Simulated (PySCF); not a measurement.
This PySCF input asks for the NMR shieldings of C₇H₁₃NOSi; the geometry comes from GFN2-xTB.

```python
import basis_set_exchange as bse
import numpy as np
from pyscf import gto, dft
from pyscf.prop import nmr

atoms = """
C    -0.740726   -2.939088   -0.874863
C    -1.219979   -1.680371   -0.864761
C    -0.569456   -0.499202   -0.433375
N     0.659630   -0.603556    0.134324
C     1.541773    0.336420    0.438513
C     2.812316    0.020257    1.149679
O     1.311734    1.627018    0.118306
Si    0.104057    2.106367   -0.888391
C    -1.254095    0.836210   -0.459223
C    -1.898535    1.143021    0.900659
H    -1.349752   -3.757776   -1.210208
H     0.254641   -3.203348   -0.552698
H    -2.227485   -1.525827   -1.228901
H     0.952748   -1.560740    0.302062
H     3.646895    0.521842    0.660353
H     2.783666    0.369308    2.184970
H     2.992721   -1.052142    1.151941
H     0.474979    1.951790   -2.296091
H    -0.057967    3.485710   -0.459690
H    -2.047370    0.800659   -1.209060
H    -1.141814    1.192254    1.681668
H    -2.610178    0.362266    1.167375
H    -2.422557    2.095912    0.870430
"""
names = dict.fromkeys(["C", "N", "O", "Si", "H"], "pcSseg-1")
basis = {el: gto.basis.parse(bse.get_basis(n, elements=[el], fmt="nwchem")) for el, n in names.items()}
mol = gto.M(atom=atoms, basis=basis, charge=0, verbose=0)
mf = dft.RKS(mol, xc="PBE0")
mf.grids.level = 2
mf.grids.alignment = dft.numint.BLKSIZE   # the property module wants whole blocks of grid points
mf.conv_tol = 1e-9
mf.kernel()

calc = nmr.RKS(mf)   # GIAO
C = mf.mo_coeff
Co = C[:, mf.mo_occ > 0]
resp = mf.gen_response(singlet=True, hermi=2)
def vind(x):   # induced exchange potential for any number of trial vectors
    d = np.einsum("pi,xij,qj->xpq", C, 2 * x.reshape(-1, C.shape[1], Co.shape[1]), Co, optimize=True)
    return np.einsum("xpq,pi,qj->xij", resp(d - d.transpose(0, 2, 1)), C, Co, optimize=True).ravel()
mo1, _ = nmr.rhf.solve_mo1(calc, with_cphf=vind)
sigma = calc.kernel(mo1)
for i, s in enumerate(sigma):   # ppm
    print("%2d %-2s %9.2f" % (i, mol.atom_pure_symbol(i), np.trace(s) / 3))
```

Question: What are the results?

Answer: 
```
 0 C     104.78
 1 C      49.65
 2 C      95.65
 3 N      69.64
 4 C      54.99
 5 C     164.22
 6 O     212.14
 7 Si    377.06
 8 C     162.02
 9 C     168.90
10 H      27.62
11 H      28.10
12 H      25.81
13 H      23.05
14 H      29.23
15 H      28.81
16 H      30.00
17 H      26.58
18 H      26.53
19 H      29.62
20 H      30.70
21 H      30.61
22 H      30.77
```

These numbers come from an equivalent density-fitted implementation of the same equations, which agrees with the script to about 0.01 ppm for H and up to a few tenths of a ppm for heavy atoms, so last digits may differ.

Size and cost of the density-fitted run: 242 basis functions, 2.1 min wall time on 1 thread of an Arm Neoverse N1, shared host; peak memory 1.1 GiB.
